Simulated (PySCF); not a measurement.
C6H10FN3.
Numbering: `[CH3:1][CH2:2][C@@H:3]([CH3:4])[n:5]1[n:6][cH:7][c:8]([F:9])[n:10]1` (hydrogens: H11, H12, H13 on C1; H14, H15 on C2; H16 on C3; H17, H18, H19 on C4; H20 on C7)

The same species was optimised twice, with GFN2-xTB and with PBE0-D3(BJ)/def2-SVP (PySCF), and the same property calculations (PySCF, gas phase) were run on both structures.

| coordinate | GFN2-xTB | PBE0-D3(BJ)/def2-SVP | change |
| --- | --- | --- | --- |
| C3–N5 (Å) | 1.441 | 1.459 | +0.018 |
| C8–F9 (Å) | 1.325 | 1.312 | -0.013 |
| N5–N10 (Å) | 1.310 | 1.319 | +0.009 |
| C3–C4 (Å) | 1.527 | 1.520 | -0.007 |
| N5–N6 (Å) | 1.305 | 1.311 | +0.006 |
| C2–C3 (Å) | 1.531 | 1.525 | -0.006 |
| N6–C7 (Å) | 1.326 | 1.332 | +0.006 |
| C8–N10 (Å) | 1.323 | 1.318 | -0.005 |
| C1–C2 (Å) | 1.523 | 1.519 | -0.004 |
| C7–C8 (Å) | 1.396 | 1.401 | +0.005 |
| C1–C2–C3 (°) | 112.2 | 113.7 | +1.5 |
| C2–C3–C4 (°) | 111.8 | 113.2 | +1.4 |
| C4–C3–N5 (°) | 109.1 | 110.0 | +0.9 |
| N5–N6–C7 (°) | 105.5 | 104.5 | -1.0 |
| F9–C8–N10 (°) | 122.5 | 121.6 | -0.9 |
| N6–N5–N10 (°) | 115.2 | 116.0 | +0.8 |
| C2–C3–N5 (°) | 109.5 | 110.3 | +0.8 |
| C3–N5–N10 (°) | 122.3 | 121.6 | -0.7 |
| C1–C2–C3–C4 (°) | 173 | 177 | +4 |
| C2–C3–N5–N6 (°) | 123 | 121 | -2 |

Rotational constants: A = 2256, B = 884.1, C = 830.0 MHz (GFN2-xTB) against A = 2230, B = 888.4, C = 831.0 MHz (PBE0-D3(BJ)/def2-SVP). Point groups within 0.08 Å: C1 and C1.

On the GFN2-xTB structure: HOMO (eV) -7.53 [PBE0/pcSseg-1]; LUMO (eV) -0.17 [PBE0/pcSseg-1]; dipole (D) 1.95 [PBE0/pcSseg-1]; GIAO shielding of C1 (ppm) 173.4 [PBE0/pcSseg-1]; GIAO shielding of C2 (ppm) 152.5 [PBE0/pcSseg-1]; GIAO shielding of C3 (ppm) 121.2 [PBE0/pcSseg-1]; GIAO shielding of C4 (ppm) 162.1 [PBE0/pcSseg-1]; GIAO shielding of N5 (ppm) -1.6 [PBE0/pcSseg-1]; GIAO shielding of N6 (ppm) -103.7 [PBE0/pcSseg-1]; GIAO shielding of C7 (ppm) 66.2 [PBE0/pcSseg-1]; GIAO shielding of C8 (ppm) 13.9 [PBE0/pcSseg-1].

What do these properties become on the PBE0-D3(BJ)/def2-SVP structure?

```json
{"property": "HOMO (eV)", "level": "PBE0/pcSseg-1", "on GFN2-xTB": "-7.53", "on PBE0-D3(BJ)/def2-SVP": "-7.50", "change": "+0.03"}
{"property": "LUMO (eV)", "level": "PBE0/pcSseg-1", "on GFN2-xTB": "-0.17", "on PBE0-D3(BJ)/def2-SVP": "-0.20", "change": "-0.03"}
{"property": "dipole (D)", "level": "PBE0/pcSseg-1", "on GFN2-xTB": "1.95", "on PBE0-D3(BJ)/def2-SVP": "1.90", "change": "-0.05"}
{"property": "energy, GFN2-xTB geometry as zero (kcal/mol)", "level": "PBE0/pcSseg-1", "on GFN2-xTB": "0.0", "on PBE0-D3(BJ)/def2-SVP": "-1.1", "change": "-1.1"}
{"property": "GIAO shielding of C1 (ppm)", "level": "PBE0/pcSseg-1", "on GFN2-xTB": "173.4", "on PBE0-D3(BJ)/def2-SVP": "171.8", "change": "-1.6"}
{"property": "GIAO shielding of C2 (ppm)", "level": "PBE0/pcSseg-1", "on GFN2-xTB": "152.5", "on PBE0-D3(BJ)/def2-SVP": "152.2", "change": "-0.3"}
{"property": "GIAO shielding of C3 (ppm)", "level": "PBE0/pcSseg-1", "on GFN2-xTB": "121.2", "on PBE0-D3(BJ)/def2-SVP": "119.1", "change": "-2.1"}
{"property": "GIAO shielding of C4 (ppm)", "level": "PBE0/pcSseg-1", "on GFN2-xTB": "162.1", "on PBE0-D3(BJ)/def2-SVP": "161.3", "change": "-0.8"}
{"property": "GIAO shielding of N5 (ppm)", "level": "PBE0/pcSseg-1", "on GFN2-xTB": "-1.6", "on PBE0-D3(BJ)/def2-SVP": "-5.4", "change": "-3.8"}
{"property": "GIAO shielding of N6 (ppm)", "level": "PBE0/pcSseg-1", "on GFN2-xTB": "-103.7", "on PBE0-D3(BJ)/def2-SVP": "-107.6", "change": "-3.9"}
{"property": "GIAO shielding of C7 (ppm)", "level": "PBE0/pcSseg-1", "on GFN2-xTB": "66.2", "on PBE0-D3(BJ)/def2-SVP": "64.8", "change": "-1.4"}
{"property": "GIAO shielding of C8 (ppm)", "level": "PBE0/pcSseg-1", "on GFN2-xTB": "13.9", "on PBE0-D3(BJ)/def2-SVP": "15.0", "change": "+1.1"}
```

The heavy atoms differ by 0.031 Å rms after alignment. Among bonds between heavy atoms C3–N5 changes most (+0.018 Å). Changes are differences of the printed values. Neither structure is proved a minimum here.

The values belong to the conformer `[CH3:1][CH2:2][C@@H:3]([CH3:4])[n:5]1[n:6][cH:7][c:8]([F:9])[n:10]1`: C1–C2–C3–C4 177°, C2–C3–N5–N6 121°.
